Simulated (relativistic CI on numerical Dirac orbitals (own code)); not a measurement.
# Tc2+: M2,3 absorption edge

Computed with this model: Dirac-Coulomb-Breit CI, KLI orbitals optimised for each configuration, a model potential for QED, multiplet model of core-to-valence dipole absorption, unscaled Slater integrals; configurations [Kr] 4d5 → [Ne] 3s2 3p5 3d10 4s2 4p6 4d6; 300 K; Lorentzian 2 eV and Gaussian 0.4 eV FWHM. Energies are those of the free ion, without screening or charge transfer. The branching ratio is the share of the lower-energy edge in the whole absorption, uncertain by about 0.02 where the edges overlap. S is read from ⟨S²⟩ = S(S + 1).

Field parameters in Wybourne normalisation: Oh B⁴₀ = 21Dq, B⁴₄ = √(5/14) B⁴₀. The field is a parameter set, without covalency.

free ion: ground-state S = 2.50, centroid 436.75 eV, branching ratio 0.757. Peaks (eV, height): 431.8 (100), 452.2 (34).

Oh, 10Dq = 10650 cm⁻¹: ground-state S = 2.49, centroid 436.69 eV, branching ratio 0.759. Peaks (eV, height): 431.5 (100), 452.0 (32).

Oh, 10Dq = 16550 cm⁻¹: ground-state S = 2.49, centroid 436.55 eV, branching ratio 0.766. Peaks (eV, height): 431.0 (100), 451.5 (31), 453.2 (27).

Oh, 10Dq = 22500 cm⁻¹: ground-state S = 0.55, centroid 434.90 eV, branching ratio 0.824. Peaks (eV, height): 431.5 (100), 451.8 (27).

Oh, 10Dq = 28400 cm⁻¹: ground-state S = 0.52, centroid 435.49 eV, branching ratio 0.809. Peaks (eV, height): 429.2 (52), 432.0 (100), 452.2 (31).

Oh, 10Dq = 34350 cm⁻¹: ground-state S = 0.51, centroid 435.92 eV, branching ratio 0.797. Peaks (eV, height): 429.0 (50), 432.2 (100), 452.5 (34).

The statistical ratio of this edge is 2/3 = 0.667. Values above it arise where the holes sit mainly in the j = l + 1/2 valence subshell or the ground state has high spin; values below it where core-valence Coulomb terms move weight to the upper edge, as in nearly empty shells.

Strongest unbroadened transitions for Oh, 10Dq = 34350 cm⁻¹:

```tsv
Energy (eV)	Relative strength
428.92	100.0
431.67	10.7
432.14	27.6
432.16	71.2
432.21	9.6
432.35	28.8
432.44	35.9
432.69	6.1
432.80	10.9
432.87	20.6
433.23	10.0
433.39	13.5
434.13	23.2
452.19	18.0
452.31	17.9
452.88	23.6
453.04	13.0
454.51	6.1
```
